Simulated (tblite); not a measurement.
Compound: C8H7BO.
Bonds: C1–B2, B2–C3, B2–C4, C4–C5 (triple), C5–C6, C6–C7 (triple), C7–C8, C8–C9 (triple), C9–O10. Hydrogens: H11, H12, H13 on C1; H14, H15, H16 on C3; H17 on O10.

Computed with GFN2-xTB (tblite), gas phase: L-BFGS steps from a force-field or distance-geometry start until the largest atomic force falls under 0.01 eV/Å.

Step 27: E = -702.1381 eV
```
atom  x, y, z in Å  |  force x, y, z in eV/Å
C1     -2.9464   -1.3804   -0.7870   -0.005   0.003   0.004
B2     -2.2914   -0.1729   -0.0014   -0.035   0.007   0.003
C3     -3.1951    0.9539    0.6495   -0.011  -0.010  -0.010
C4     -0.8057   -0.0789    0.1354   -0.028  -0.010  -0.010
C5      0.4097   -0.0138    0.2393    0.003   0.012   0.001
C6      1.7454    0.0606    0.3524   -0.005  -0.011   0.006
C7      2.9596    0.1172    0.4568    0.013  -0.014   0.001
C8      4.2984    0.1868    0.5597   -0.011  -0.011  -0.003
C9      5.5047    0.2310    0.6409    0.024   0.052  -0.016
O10     6.8013    0.2461    0.7238    0.008  -0.012  -0.017
H11    -3.6318   -1.9297   -0.1423    0.007   0.000   0.022
H12    -2.2310   -2.0917   -1.1930    0.007   0.007   0.006
H13    -3.5524   -1.0097   -1.6134    0.011   0.014  -0.007
H14    -2.9396    1.9363    0.2523    0.017  -0.011   0.019
H15    -4.2600    0.8021    0.4921   -0.007  -0.015  -0.010
H16    -3.0252    1.0101    1.7249    0.016   0.012  -0.020
H17     7.1524    1.1449    0.6936   -0.005  -0.013   0.030
```

Step 28: E = -702.1383 eV
```
atom  x, y, z in Å  |  force x, y, z in eV/Å
C1     -2.9460   -1.3816   -0.7874   -0.001   0.009   0.009
B2     -2.2929   -0.1728   -0.0013    0.002  -0.003  -0.004
C3     -3.1949    0.9548    0.6498   -0.004  -0.013  -0.010
C4     -0.8065   -0.0788    0.1352   -0.009  -0.007  -0.006
C5      0.4092   -0.0129    0.2396   -0.031   0.008  -0.002
C6      1.7450    0.0612    0.3529   -0.019  -0.012   0.004
C7      2.9592    0.1169    0.4568   -0.011  -0.016   0.000
C8      4.2973    0.1860    0.5595    0.013  -0.009  -0.002
C9      5.5037    0.2305    0.6391    0.008   0.052  -0.017
O10     6.7998    0.2460    0.7206    0.030  -0.017  -0.015
H11    -3.6306   -1.9314   -0.1421    0.005   0.004   0.011
H12    -2.2294   -2.0924   -1.1930    0.001   0.017   0.012
H13    -3.5510   -1.0108   -1.6147    0.008   0.007   0.001
H14    -2.9373    1.9369    0.2534    0.011  -0.010   0.011
H15    -4.2597    0.8034    0.4927   -0.011  -0.007  -0.006
H16    -3.0232    1.0115    1.7249    0.010   0.006  -0.016
H17     7.1503    1.1452    0.6976   -0.001  -0.007   0.030
```

Question: Estimate the geometry and energy of step 29. (The exact step hangs on the optimiser's Hessian estimate; all steps are aligned on step 28, rigid shifts and turns removed.)

Answer: E = -702.1386 eV, largest force 0.054 eV/Å
```
atom  x, y, z in Å  |  force x, y, z in eV/Å
C1     -2.9458   -1.3826   -0.7877    0.002   0.011   0.011
B2     -2.2946   -0.1727   -0.0012    0.035  -0.012  -0.010
C3     -3.1948    0.9555    0.6499    0.003  -0.011  -0.008
C4     -0.8076   -0.0789    0.1347    0.012  -0.002  -0.002
C5      0.4084   -0.0117    0.2399   -0.054   0.003  -0.003
C6      1.7443    0.0615    0.3535   -0.026  -0.012   0.002
C7      2.9587    0.1162    0.4568   -0.030  -0.015  -0.001
C8      4.2965    0.1849    0.5594    0.029  -0.007  -0.002
C9      5.5030    0.2314    0.6369   -0.011   0.043  -0.016
O10     6.7990    0.2457    0.7170    0.039  -0.016  -0.015
H11    -3.6294   -1.9331   -0.1417    0.002   0.008   0.000
H12    -2.2280   -2.0929   -1.1927   -0.003   0.024   0.016
H13    -3.5496   -1.0118   -1.6161    0.004  -0.001   0.009
H14    -2.9348    1.9374    0.2548    0.003  -0.007  -0.002
H15    -4.2597    0.8047    0.4931   -0.013   0.001  -0.002
H16    -3.0211    1.0131    1.7244    0.002  -0.004  -0.007
H17     7.1484    1.1453    0.7023    0.007  -0.002   0.030
```

The energy changes by -0.0003 eV. The first-order estimate −F·Δx gives -0.0004 eV and the mean of the old and new forces, exact on a quadratic surface, -0.0003 eV. The step makes an angle of 66° with the force vector and moves no atom by more than 0.005 Å.

The cost below is that of the whole relaxation. Hardware: an Intel Xeon Platinum 8488C with one thread, shared host with 96 logical CPUs at a one-minute load of 34. Cost: 0.47 s of wall time.
